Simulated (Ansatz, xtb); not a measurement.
Two isomers of C7H9N

We compare a, `Cc1ccc(N)cc1`, a singlet, with b, `Cc1ccccc1N`, a singlet. Both are isolated molecules in the gas phase, relaxed with PBE-D3(BJ)/def2-SVP; the shapes shown needn't be the lowest conformers.

a (Å):

```xyz
17

C    -2.9260    0.1416   -0.2422
C    -1.4724   -0.0371   -0.6048
C    -0.5114    0.9494   -0.3036
C     0.8331    0.8060   -0.6645
C     1.2797   -0.3472   -1.3524
C     0.3222   -1.3450   -1.6528
C    -1.0185   -1.1857   -1.2845
N     2.6025   -0.4729   -1.7628
H    -3.4251   -0.8316   -0.0613
H    -3.0471    0.7597    0.6701
H    -3.4913    0.6492   -1.0545
H    -0.8232    1.8589    0.2352
H     1.5560    1.5979   -0.4105
H     2.9269   -1.4236   -1.9427
H     3.2853    0.0853   -1.2492
H     0.6403   -2.2578   -2.1819
H    -1.7362   -1.9851   -1.5308
```

b (Å):

```yaml
atoms:
  - { symbol: C, position_ang: [-2.4134, -0.2422, -0.6045] }
  - { symbol: C, position_ang: [-0.9374, 0.0369, -0.7077] }
  - { symbol: C, position_ang: [-0.3707, 1.2172, -0.1984] }
  - { symbol: C, position_ang: [1.0019, 1.4903, -0.3053] }
  - { symbol: C, position_ang: [1.8333, 0.5547, -0.9401] }
  - { symbol: C, position_ang: [1.2973, -0.6322, -1.4533] }
  - { symbol: C, position_ang: [-0.0853, -0.9097, -1.3481] }
  - { symbol: N, position_ang: [-0.6236, -2.0627, -1.9100] }
  - { symbol: H, position_ang: [-2.8684, -0.4044, -1.6063] }
  - { symbol: H, position_ang: [-2.9499, 0.5946, -0.1188] }
  - { symbol: H, position_ang: [-2.6260, -1.1579, -0.0060] }
  - { symbol: H, position_ang: [-1.0353, 1.9443, 0.2960] }
  - { symbol: H, position_ang: [1.4164, 2.4238, 0.1023] }
  - { symbol: H, position_ang: [2.9133, 0.7458, -1.0357] }
  - { symbol: H, position_ang: [1.9538, -1.3651, -1.9497] }
  - { symbol: H, position_ang: [0.0409, -2.8095, -2.1152] }
  - { symbol: H, position_ang: [-1.4911, -2.4080, -1.4985] }
```

Quicker runs give these differences E(b) − E(a): GFN2-xTB +0.018 eV; HF/STO-3G +0.018 eV (at GFN2-xTB geometries); r2SCAN-D4/def2-SVP −0.050 eV (at GFN2-xTB geometries).

**Question.** Which of the two would you expect CCSD(T)/def2-SVP + ΔMP2/def2-TZVPP electronic energies to favour?

**Answer.** Not settled: CCSD(T)/def2-SVP + ΔMP2/def2-TZVPP gives E(b) − E(a) = −0.054 eV, but this leans on the basis-set step: CCSD(T) alone gives −0.034 eV.

How the difference moves with the method:

| level | geometry | E(b) − E(a) (eV) | departure from the last row (eV) | job, with rough time for the two |
| --- | --- | --- | --- | --- |
| GFN2-xTB | GFN2-xTB | +0.018 | +0.072 | optimisation, 0.14 s |
| HF/STO-3G | GFN2-xTB | +0.018 | +0.072 | single point, 0.44 s |
| r2SCAN-D4/def2-SVP | GFN2-xTB | −0.050 | +0.004 | single point, 4.9 s |
| PBE-D3(BJ)/def2-SVP | PBE-D3(BJ)/def2-SVP | −0.046 | +0.007 | optimisation, 18 s |
| HF/def2-SVP | PBE-D3(BJ)/def2-SVP | −0.001 | +0.053 | part of the CCSD(T) run |
| MP2/def2-SVP | PBE-D3(BJ)/def2-SVP | −0.040 | +0.014 | part of the CCSD(T) run |
| CCSD(T)/def2-SVP | PBE-D3(BJ)/def2-SVP | −0.034 | +0.019 | single point |
| CCSD(T)/def2-SVP + ΔMP2/def2-TZVPP | PBE-D3(BJ)/def2-SVP | −0.054 |  | single point, 2 min |

As drawn, both hold the same kinds of bond in the same numbers.

GFN2-xTB, HF/STO-3G, HF/def2-SVP find them nearly level. The largest departure from CCSD(T)/def2-SVP + ΔMP2/def2-TZVPP is that of HF/STO-3G, 0.072 eV. The last row adds to CCSD(T) the change of the MP2 difference between the two basis sets, here −0.019 eV.

With thermal terms from frequencies at re-optimised GFN2-xTB minima (ideal gas, soft modes damped towards free rotors, one conformer each, 298.15 K, 1 atm): the zero-point term adds +0.013 eV; ΔH is −0.050 and ΔG −0.014 eV.

The correlated steps freeze 8 core orbitals. Programs: Ansatz 0.2.0, xtb 6.7.1; the last row on 4 threads of Arm Neoverse V1 on a shared host.
